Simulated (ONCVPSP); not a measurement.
## Reading a pseudo-wave (aluminium (Al))

Columns: radius, all-electron u(r) and pseudo u(r) of the 2s shell (level -109.98 eV) of aluminium in the configuration [He] 2s2 2p6 3s1 3p2; PBE, scalar-relativistic, ONCV scheme, ONCVPSP 4.0.1.

```tsv
r (bohr)	all-electron	pseudo
0.057	-0.5950	0.2297
0.115	-0.3808	0.4542
0.172	0.0592	0.6574
0.230	0.5004	0.8391
0.288	0.8504	0.9893
0.345	1.0893	1.1026
0.402	1.2328	1.1802
0.460	1.3001	1.2230
0.518	1.3072	1.2317
0.575	1.2730	1.2110
0.632	1.2115	1.1665
0.690	1.1316	1.1023
0.747	1.0440	1.0267
0.805	0.9513	0.9422
0.862	0.8608	0.8565
0.920	0.7718	0.7701
0.977	0.6893	0.6887
1.035	0.6112	0.6110
1.092	0.5408	0.5407
1.150	0.4757	0.4757
1.208	0.4171	0.4170
1.265	0.3655	0.3655
1.322	0.3196	0.3195
1.380	0.2781	0.2780
1.438	0.2415	0.2415
1.495	0.2099	0.2098
```

(1) How many radial nodes do the two functions have?

(2) At about which radius was the pseudo-wave matched?

(3) Is the pseudo-wave norm-conserving?

Answers

(1) The all-electron 2s function has n − l − 1 = 1; the pseudo-wave has 0, since the states of the same l below it are removed with the core.

(2) 1.15 bohr. The columns agree to 0.0005 from 1.03 bohr on; several derivatives are matched, so the curves merge somewhat inside the radius.

(3) Yes: the ONCV scheme keeps the norm inside the radius equal to the all-electron one, which fixes the energy derivative of the logarithmic derivative at the level.
